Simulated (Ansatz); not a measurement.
C$_{2}$H$_{7}$ClFNSZr, SMILES `C[N](C)[Zr]([F])([SH])[Cl]`. The species carries charge 0 and has multiplicity 1. Zr: def2 effective core potential.

```csv
atom,x (Å),y (Å),z (Å)
C1,-0.218,0.534,1.753
N2,-0.175,0.326,0.324
C3,-0.027,1.545,-0.443
Zr4,-0.283,-1.392,-0.665
F5,-0.807,-2.777,0.529
S6,2.049,-1.654,-1.361
Cl7,-1.698,-1.183,-2.552
H8,0.704,1.011,2.107
H9,-1.061,1.180,2.032
H10,-0.332,-0.416,2.279
H11,0.902,2.064,-0.178
H12,-0.868,2.227,-0.272
H13,0.011,1.330,-1.517
H14,1.803,-2.795,-2.036
```

(1) List the harmonic frequencies (cm⁻¹, unscaled) at PBE0-D4/def2-TZVP in Ansatz. (An estimate is asked.)

(2) Is this a minimum?

(3) Give the ideal-gas thermochemistry at 298.15 K and 1 bar (rigid rotor, harmonic oscillator; point group C1, symmetry number 1).

Answers

(1) The calculation gave: 41, 73, 81, 95, 115, 138, 146, 211, 225, 240, 288, 306, 367, 395, 529, 577, 659, 986, 1086, 1095, 1152, 1203, 1299, 1440, 1460, 1467, 1476, 1491, 1512, 2679, 3002, 3005, 3058, 3067, 3088, 3116.

(2) Yes, all 36 modes are real.

(3) Zero-point energy 246.2 kJ/mol; H(298) − E = 279.6 kJ/mol; entropy 461.8 J/(mol·K), of which translation 176.3, rotation 126.6, vibration 158.9; G(298) − E = 141.9 kJ/mol. Modes under 100 cm⁻¹ are hindered rotations or soft bends, so the harmonic entropy is rough.
